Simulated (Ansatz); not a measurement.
`FC#[C][GeH3]` + `OB(O)O` → `OB(O)[O][GeH3]` + `C#CF`  (ligand exchange at a Ge–C bond)

Gas-phase electronic energies from Ansatz, PBE0-D4/def2-TZVP geometries. CCSD(T)/CBS adds triple-zeta CCSD(T) − MP2 to the extrapolated MP2 energy (def2 sets, frozen cores). This one scheme is used for every species. DFT in def2-TZVPP. For Ge outer-core shells are correlated without core-valence functions, which leaves a few kJ/mol of doubt a bond. Scalar relativity is left out up to krypton. Each species was taken in one conformer, which may not be the lowest.

`FC#[C][GeH3]`:

Cartesian coordinates in Å:
```
F 2.750 0.274 -1.690
C 1.673 0.167 -1.028
C 0.652 0.065 -0.401
Ge -0.955 -0.095 0.587
H -1.871 1.082 0.231
H -1.630 -1.422 0.217
H -0.618 -0.071 2.083
```

`OB(O)O`:

Z-matrix (Å, degrees):
```
B
O 1 1.366
O 1 1.366 2 120.0
O 1 1.366 2 120.0 3 180.0
H 2 0.960 1 112.2 3 -0.0
H 3 0.960 1 112.2 2 180.0
H 4 0.960 1 112.2 2 0.0
```

`OB(O)[O][GeH3]`:

```xyz
10

O    -0.636   -1.195   -0.903
B     0.574   -0.766   -0.424
O     1.701   -1.483   -0.727
O     0.640    0.356    0.340
Ge   -0.792    1.343    0.776
H    -0.560   -1.995   -1.427
H     2.486   -1.089   -0.339
H    -1.438    1.877   -0.509
H    -1.766    0.475    1.584
H    -0.208    2.477    1.627
```

`C#CF`:

```xyz
4

C    -0.216   -0.554   -0.258
C     0.181    0.465    0.217
F     0.604    1.551    0.723
H    -0.569   -1.462   -0.682
```

```
             level  ΔE (eV)
               PBE     0.02
            r2SCAN    -0.04
    MP2/def2-TZVPP    -0.02
SCS-MP2/def2-QZVPP    -0.07
```

Question: What does CCSD(T)/CBS give? (Estimate.)

Answer: Computed: -0.05 eV. The listed levels differ from it by 0.07, 0.01, 0.03, -0.02 eV.

Largest T1 diagnostic among the species: 0.013.

In def2-TZVPP, CCSD(T) changes the Hartree–Fock value by +0.08 eV (the triples alone add +0.01 eV) and MP2 by +0.10 eV. The D4 term adds −0.04 eV with B3LYP and −0.02 eV with PBE0; it sums over pairs of atoms, weighted by their polarisabilities, and B3LYP, whose exchange is more repulsive, gets the larger term.

B3LYP here is the variant with VWN-RPA as its local correlation; programs differ in this.
